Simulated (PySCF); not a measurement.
# [PbBr3]+: fields on a plane

Level of theory: PBE in PySCF with Pb def2-SVP with ECP60, Br def2-SVP; scalar-relativistic core potentials, no spin–orbit coupling; density-fitted integrals.

The singlet minimum has Pb–Br 2.538 Å (×3); Br–Pb–Br 120.0° (×3).

The plane holds Pb1 at (0.00, 0.00), Br2 at (2.54, 0.00), Br3 at (-1.27, 2.20), Br4 at (-1.27, -2.20) Å. Columns run from x = -3.15 to 4.95 Å, rows from y = 4.35 (top) to -4.05 Å, in steps of 0.3 Å. Other isomers or separated fragments may lie lower. Core electrons replaced by a potential are absent, the electrostatic potential uses the reduced nuclear charge, and values within about 0.7 Å of such atoms have no physical meaning.

Question: Give the electrostatic potential (V) (cut at 20 V). Every second row and column.

Answer: 
```
 3.2  3.6  4.0  4.0  3.8  3.4  3.2  3.1  2.9  2.8  2.7  2.5  2.4  2.2
 3.6  4.5  5.7  6.3  5.2  4.1  3.6  3.4  3.3  3.1  2.9  2.7  2.6  2.4
 4.1  6.1 12.3 20.0 12.9  5.7  4.1  3.9  3.6  3.4  3.2  3.0  2.8  2.6
 4.2  8.0 20.0 20.0 20.0 10.0  5.1  4.5  4.2  3.8  3.5  3.3  3.0  2.8
 4.1  7.5 20.0 20.0 20.0 12.7  6.9  5.8  4.9  4.3  4.0  3.7  3.4  3.1
 3.9  5.4 12.8 20.0 20.0 14.6 11.7  8.3  6.6  6.8  6.4  5.1  4.1  3.5
 3.9  4.8  6.8 11.3 20.0 20.0 20.0 14.8 13.1 20.0 20.0 11.0  5.5  3.9
 4.0  4.9  6.8 12.9 20.0 20.0 20.0 20.0 20.0 20.0 20.0 20.0  6.9  4.3
 4.0  4.8  6.7 11.9 20.0 20.0 20.0 19.8 20.0 20.0 20.0 17.1  6.3  4.1
 3.9  4.9  8.2 14.2 17.9 20.0 19.0 10.9  8.8 12.5 12.0  7.1  4.7  3.7
 4.0  6.3 20.0 20.0 20.0 12.6  8.5  6.8  5.5  5.0  4.6  4.2  3.7  3.3
 4.2  8.2 20.0 20.0 20.0 12.1  5.8  5.0  4.5  4.0  3.7  3.5  3.2  2.9
 4.2  7.1 20.0 20.0 20.0  7.5  4.6  4.2  3.9  3.6  3.3  3.1  2.9  2.7
 3.9  5.2  7.8  9.9  7.4  4.7  3.8  3.6  3.4  3.2  3.0  2.9  2.7  2.5
 3.4  4.0  4.6  4.8  4.3  3.7  3.4  3.2  3.1  2.9  2.8  2.6  2.5  2.3
```

Question: Give the electron density (e/Å³) (cut at 5 e/Å³). Lower edges of the bins (e/Å³): '_' 0.000, '.' 0.030, ':' 0.076, '-' 0.151, '=' 0.268, '+' 0.455, '*' 0.750, '#' 1.218, '%' 1.960, '@' 3.136; top 5.00, each point printed twice.

Answer: 
```
________________________________________________________
________________________________________________________
__________..........____________________________________
______..::::----::::..__________________________________
____..::--==++++==--::..________________________________
__..::--++**####**++--::..______________________________
__..--++**@@@@@@%%**==::..______________________________
__..--++##@@@@@@@@**==::..______________________________
__..--++##@@@@@@%%**==::..______________________________
__..::==**##%%%%**++==--::..____............____________
__..::--++******++++==--::::....::::----::::..__________
____..::--====++++++++++==--::::--==++++==--::..________
______..::::--==++##%%%%##++----==++**##**++--::..______
________..::--==##@@@@@@@@##++==++##@@@@@@**++::..______
__________..--++%%@@%%%%@@%%++++**%%@@@@@@##++--..______
__________..--++%%@@%%%%@@%%++++**%%@@@@@@##++--..______
________..::--==##@@@@@@@@##++==++##@@@@@@**++::..______
______..::::--==++##%%%%##++----==++**##**++--::..______
____..::--====++++++++++==--::::--==++++==--::..________
__..::--++******++++==--::::....::::----::::..__________
__..::==**##%%%%**++==--::..____............____________
__..--++##@@@@@@%%**==::..______________________________
__..--++##@@@@@@@@**==::..______________________________
__..--++**@@@@@@%%**==::..______________________________
__..::--++**####**++--::..______________________________
____..::--==++++==--::..________________________________
______..::::----::::..__________________________________
__________..........____________________________________
________________________________________________________
```

No spin–orbit coupling is included, which matters more the heavier the element.
